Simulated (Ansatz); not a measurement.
Reactions of FH$_{4}$IOSi$_{2}$, SMILES `O[Si](F)([SiH3])I`.

Computed with Ansatz on PBE0-D4/def2-TZVP structures; ΔE is electronic, products minus reactants. CBS: MP2 limit from def2 TZ/QZ plus the TZ coupled-cluster correction, frozen cores. This one scheme is used for every species, atoms too. For atomizations the MP2-based limit and the directly extrapolated one differ by several kJ/mol either way, and by 10 to 25 for some Ge, Se and Sn compounds, so smaller differences from it don't rank the levels. DFT in def2-TZVPP. Open shells (•) are unrestricted, without spin–orbit coupling. Spin–orbit coupling would lower the free atoms: a little for F, O, Si; strongly for I. def2 core potentials past Kr. For I, Se outer-core shells are correlated without core-valence functions, so the limit isn't a true one: a few kJ/mol of doubt a bond, and 10 to 20 or more in all where bonds break to atoms. Scalar relativity is left out up to krypton. Each species was taken in one conformer, which may not be the lowest.

```csv
reaction,PBE0-D4 (kJ/mol),PBE-D4 (kJ/mol),CCSD/CBS(def2) (kJ/mol)
`O[Si](F)([SiH3])I` + `C=N` → `N=C[Si](O)(F)[SiH3]` + HI,96,93,97
`O[Si](F)([SiH3])I` + H–F → `O[Si](F)(F)[SiH3]` + HI,-55,-52,-65
`O[Si](F)([SiH3])I` + `OB(F)O[SiH3]` → `FB(O[SiH3])O[SiH3]` + `O[SiH](F)I`,-67,-58,-90
`O[Si](F)([SiH3])I` → `O[Si]F` + `[SiH3]I`,157,146,138
`O[Si](F)([SiH3])I` → F• + 4 H• + I• + O• + 2 Si•,2986,3036,3003
`O[Si](F)([SiH3])I` + H₂S → `O[Si](F)([SiH3])S` + HI,26,25,29
`O[Si](F)([SiH3])I` + H₂ → `F[SiH]([SiH3])I` + H₂O,90,91,90
`O[Si](F)([SiH3])I` + `O[SiH2][SeH]` → `O[SiH2][Se][SiH3]` + `O[SiH](F)I`,-61,-54,-69
`O[Si](F)([SiH3])I` + H₂ → `O[SiH](F)I` + SiH₄,-13,-6,-27
`O[Si](F)([SiH3])I` + `O[Si](F)(F)O[SiH3]` → `F[Si](F)(O[SiH3])O[SiH3]` + `O[SiH](F)I`,-87,-77,-109
```

**Question.** Give the CCSD(T)/CBS values in the same order. (Estimate.)

**Answer.** Computed: 97, -61, -86, 141, 3049, 29, 92, -69, -21, -105 kJ/mol.

Largest T1 diagnostic: 0.015, for `O[Si]F`.
